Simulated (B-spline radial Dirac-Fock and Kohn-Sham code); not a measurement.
**Binding energies of Mo at several levels of theory**

System: atomic molybdenum, [Kr] 4d6 (an excited configuration).

The density-functional columns are spherical, spin-unpolarised Dirac-Kohn-Sham results without Breit or QED terms: −ε is minus the orbital energy of the initial state and ΔSCF the difference of two total energies. The reference in the last column comes from relaxed Dirac-Fock hole states (ΔSCF) with Breit and QED corrections and a finite nucleus. All numbers are from a radial atomic solver, in eV; a selection of levels is shown. The Kohn-Sham columns are given as differences from the reference. For the 1s level of heavy atoms much of the gap between ΔSCF and the reference is the Breit and QED part, -54.4 eV here; for other levels the error of the functional can be larger.

```
level  LDA −ε − DF  LDA ΔSCF − DF  Dirac-Fock
   1s       -220.8          +48.5     20003.7
   2s        -84.1          -40.5      2876.4
2p1/2        -60.2           -5.6      2630.6
2p3/2        -61.6           -9.4      2525.7
   3s        -39.1          -25.5       512.0
3p1/2        -29.5          -15.7       417.9
3p3/2        -29.3          -15.8       400.2
3d3/2        -13.5           +0.8       234.4
3d5/2        -13.6           +0.5       231.2
   4s         -9.9           -4.7       72.21
4p1/2         -5.4           -0.4       43.69
4p3/2         -5.5           -0.6       41.29
   4d         -1.4           +2.4        3.96
```

Values without a named source are computed, but for edge energies of neutral atoms, which are taken from tables.
